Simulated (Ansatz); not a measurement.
Reaction (hydrogenolysis of the Sn–O bond): `[OH][Sn]([F])([Cl])[Br]` + H₂ → `[F][SnH]([Cl])[Br]` + H₂O

Calculated with Ansatz (gas phase, PBE0-D4/def2-TZVP geometries, no zero-point term in ΔE). CCSD(T)/CBS is the MP2 limit (def2-TZVPP, def2-QZVPP) plus CCSD(T) − MP2 in def2-TZVPP, frozen cores. This one scheme is used for every species. Functionals use def2-TZVPP. Elements past krypton have def2 core potentials. For Br, Sn outer-core shells are correlated without core-valence functions, which leaves a few kJ/mol of doubt a bond. Scalar relativity is left out up to krypton. One conformer a species, not always the lowest.

```csv
level,ΔE (eV)
LDA (SPW92),-0.12
B2PLYP,-0.02
revPBE,-0.05
CCSD/CBS(def2),-0.07
```

Task: What does CCSD(T)/CBS give? (Estimate.)

Result: Computed: -0.01 eV. The listed levels differ from it by -0.11, -0.01, -0.04, -0.06 eV.

Largest T1 diagnostic among the species: 0.012.

In def2-TZVPP, CCSD(T) changes the Hartree–Fock value by +0.17 eV (the triples alone add +0.06 eV) and MP2 by +0.23 eV. From PBE to PBE0 (25 % exact exchange), in def2-TZVPP and without D4, ΔE moves by −0.08 eV.
